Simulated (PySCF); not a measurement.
Input for PySCF: D3(BJ) and D4 dispersion corrections on C3H7NO2 (a complex).

```python
from pyscf import gto
from pyscf.dispersion import dftd3, dftd4

mol = gto.M(
    atom='''
    C    -0.10145587   -1.26816376    0.12050989
    C     0.51858702    0.11875551    0.17464902
    N    -0.22630885    0.97907183    1.09947903
    H     0.45784903   -1.91651162   -0.55588580
    H    -0.10804700   -1.72614843    1.11011052
    H    -1.13235719   -1.22134083   -0.24107425
    H     0.57579304    0.53190469   -0.84224428
    H     1.54264839    0.04593266    0.54787486
    H     0.16021103    1.91573653    1.11588267
    H    -1.19440730    1.06418942    0.80918744
    O     0.97467883   -0.52709718    3.48865371
    C    -0.00038300    0.04516790    3.75257664
    O    -0.96591481    0.58949927    4.09492083
    ''',
    basis='def2-svp',
    charge=0, spin=0, verbose=0, max_memory=1800)
d3, d4 = {}, {}
for xc in ['hf', 'pbe', 'blyp', 'revpbe', 'tpss', 'r2scan', 'b3lyp', 'pbe0', 'bhlyp', 'camb3lyp', 'b2plyp']:
    d3[xc] = float(dftd3.DFTD3Dispersion(mol, xc=xc, version='d3bj', atm=False).get_dispersion()['energy'])
    print(f'D3(BJ) {xc:10s} {d3[xc]:14.8f} Eh')
for xc in ['hf', 'pbe', 'blyp', 'revpbe', 'tpss', 'r2scan', 'b3lyp', 'pbe0', 'bhlyp', 'camb3lyp', 'b2plyp']:
    d4[xc] = float(dftd4.DFTD4Dispersion(mol, xc={'camb3lyp': 'cam-b3lyp'}.get(xc, xc), atm=True).get_dispersion()['energy'])
    print(f'D4     {xc:10s} {d4[xc]:14.8f} Eh')
```

It printed:

```
D3(BJ) hf            -0.06114976 Eh
D3(BJ) pbe           -0.00862513 Eh
D3(BJ) blyp          -0.01728302 Eh
D3(BJ) revpbe        -0.02174556 Eh
D3(BJ) tpss          -0.01066295 Eh
D3(BJ) r2scan        -0.00258601 Eh
D3(BJ) b3lyp         -0.01405077 Eh
D3(BJ) pbe0          -0.00735707 Eh
D3(BJ) bhlyp         -0.01052078 Eh
D3(BJ) camb3lyp      -0.00640855 Eh
D3(BJ) b2plyp        -0.00630802 Eh
D4     hf            -0.02769959 Eh
D4     pbe           -0.00779733 Eh
D4     blyp          -0.01699447 Eh
D4     revpbe        -0.02587813 Eh
D4     tpss          -0.01050362 Eh
D4     r2scan        -0.00218036 Eh
D4     b3lyp         -0.01220362 Eh
D4     pbe0          -0.00662614 Eh
D4     bhlyp         -0.00835768 Eh
D4     camb3lyp      -0.00662085 Eh
D4     b2plyp        -0.00550774 Eh
```

The run finished.

Cost: around 0.03 core-seconds (rough).
